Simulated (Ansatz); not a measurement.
`C[S][GeH2][CH3]` + H₂S → `[CH3][GeH2][SH]` + CH₃SH  (ligand exchange at a Ge–S bond)

Gas-phase electronic energies from Ansatz, PBE0-D4/def2-TZVP geometries. CBS: MP2 limit from def2 TZ/QZ plus the TZ coupled-cluster correction, frozen cores. This one scheme is used for every species. Functionals use def2-TZVPP. For Ge outer-core shells are correlated without core-valence functions, which leaves a few kJ/mol of doubt a bond. Scalar relativity is left out up to krypton. One conformer a species, not always the lowest.

| level | ΔE (kcal/mol) |
| --- | --- |
| r2SCAN-D4 | -0.1 |
| r2SCANh-D4 | -0.2 |
| B2PLYP | -0.5 |
| HF/def2-TZVPP | -1.8 |

**Question.** What does CCSD(T)/CBS give? (Estimate.)

**Answer.** Ansatz gave: +0.3 kcal/mol. The listed levels differ from it by -0.4, -0.5, -0.8, -2.1 kcal/mol.

**Question.** What do rigid-rotor, harmonic-oscillator terms from PBE0-D4/def2-TZVP frequencies (298.15 K, 1 bar) make of the CCSD(T)/CBS value? (Estimate.)

**Answer.** Ansatz gave: ΔZPE = +0.7 kcal/mol, ΔH = +0.5 kcal/mol, ΔS = 11 J/(mol·K), ΔG = -0.3 kcal/mol.

Largest T1 diagnostic among the species: 0.010.

In def2-TZVPP, CCSD(T) changes the Hartree–Fock value by +2.0 kcal/mol (the triples alone add +0.3 kcal/mol) and MP2 by +2.2 kcal/mol. Leaving LDA and LC-ωPBE aside and taking each functional with its dispersion term where it has one, the values, not all of them listed here, spread over 0.9 kcal/mol, from B2PLYP to revPBE-D4. LDA lies +0.8 kcal/mol from PBE without D4. The D4 term adds +1.2 kcal/mol with B3LYP and +0.7 kcal/mol with PBE0; it sums over pairs of atoms, weighted by their polarisabilities, and B3LYP, whose exchange is more repulsive, gets the larger term.

B3LYP here is the variant with VWN-RPA as its local correlation; programs differ in this.
